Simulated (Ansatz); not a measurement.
`[BH2][Al]([CH3])[O][AlH2]` + NH₃ → `[BH2][Al]([CH3])[NH2]` + `[OH][AlH2]` at 500 K and 1 bar (ligand exchange at the Al–O bond).

Isolated molecules relaxed with PBE0-D4/def2-TZVP in Ansatz; ΔE leaves out vibrations. CCSD(T)/CBS adds triple-zeta CCSD(T) − MP2 to the extrapolated MP2 energy (def2 sets, frozen cores). This one scheme is used for every species. One conformer a species, not always the lowest.

```csv
species,CCSD(T)/CBS energy (Eh),H − E (kJ/mol),S (J/(mol·K))
`[BH2][Al]([CH3])[O][AlH2]`,-626.33025,252.8,505.5
NH₃,-56.50880,108.2,211.8
`[BH2][Al]([CH3])[NH2]`,-363.78148,262.5,427.6
`[OH][AlH2]`,-319.03157,95.7,286.7
```

H − E and S are ideal-gas, rigid-rotor, harmonic terms from PBE0-D4/def2-TZVP, for one conformer and one mirror image of each species. 1 Eh = 2625.50 kJ/mol, R = 8.31446 J/(mol·K).

Question: By hand: ΔE, ΔH, ΔS and ΔG.

Answer: ΔE = (-363.78148) + (-319.03157) − (-626.33025) − (-56.50880) = 0.02600 Eh = 68.3 kJ/mol. Δ(H − E) = 262.5 + 95.7 − 252.8 − 108.2 = -2.8, so ΔH = 65.5 kJ/mol. ΔS = 427.6 + 286.7 − 505.5 − 211.8 = -3.0 J/(mol·K). ΔG = 65.5 − 500 × (-3.0)/1000 = 67.0 kJ/mol.

Question: By hand: the equilibrium constant, and the temperature at which ΔG would vanish if ΔH and ΔS stayed fixed.

Answer: log₁₀ K = −ΔG/(RT ln 10) = -7.0. ΔH and −TΔS have one sign here, so there is no such temperature.

The number of gas molecules stays the same, so ΔS is small and ΔH decides. A doubt of 5 kJ/mol in ΔE shifts log₁₀ K by 0.5 here. Other conformers and mirror images would add mixing entropy, several J/(mol·K) or more a flexible species. Modes under 60 cm⁻¹, often nearly free rotors, make the harmonic entropy too high. These are equilibria of isolated gas molecules and say nothing of rates. Largest T1 diagnostic: 0.012 (customary marks: 0.02 for closed shells, 0.045 for open ones).

ΔS is within the doubt of such terms, so its sign, and with it that verdict, could turn.
